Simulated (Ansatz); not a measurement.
## Energy profile

The step: SnH₃Br ([Br][SnH3]) + HF → SnH₃F ([F][SnH3]) + HBr; bonds formed: Sn1–F7, Br2–H6; bonds broken: Sn1–Br2, H6–F7 (atoms numbered as in the saddle structure below).

```
7
angstrom
Sn -0.4829 -0.0018 -0.6476
Br 2.1421 -0.5567 0.7409
H -0.4704 -1.6752 -0.8860
H -2.0786 0.5919 -0.5107
H 0.4712 1.0213 -1.5950
H 0.7324 0.1328 1.4739
F -0.3138 0.4879 1.4245
```

Electronic energies by CCSD(T) at an estimated basis limit (MP2 extrapolated from triple and quadruple zeta, plus CCSD(T) − MP2 in triple zeta), on PBE0-D4/def2-TZVP structures; SnH4BrF, singlet; no counterpoise correction. Computed with Ansatz 0.2.0 (basis: def2-TZVPP and def2-QZVPP); correlated methods freeze the cores. Filled d shells of the heavier atoms are correlated. Core potentials replace the inner electrons of the atoms past krypton. The def2 sets are not built for correlating such inner shells, so the correlated values are less sure here. Extrapolation: Hartree–Fock as exp(−7.88 √X), correlation as X^−2.97.

(1) Give the profile in eV, counted from the separated reactants. (An estimate is asked for; the value comes from the calculation.)

The T1 diagnostic stays at or below 0.014.

Answers

(1) The calculation gives:
```tsv
point	eV
separated: SnH3Br (linked as [Br][SnH3]; Sn1, Br2, H3, H4, H5; singlet) + HF (H6, F7; singlet)	0.000
start structure	-0.214
saddle	0.798
end structure	0.354
separated: SnH3F (linked as [F][SnH3]; Sn1, H3, H4, H5, F7; singlet) + HBr (Br2, H6; singlet)	0.583
```

For scale, one of the runs: CCSD(T)/def2-TZVPP, 185 basis functions (an equivalent command: `ansatz run in.yaml --threads 4`). Time: 72 s of wall clock on 4 CPU threads; the host was shared. Peak host memory: 2.3 GiB.
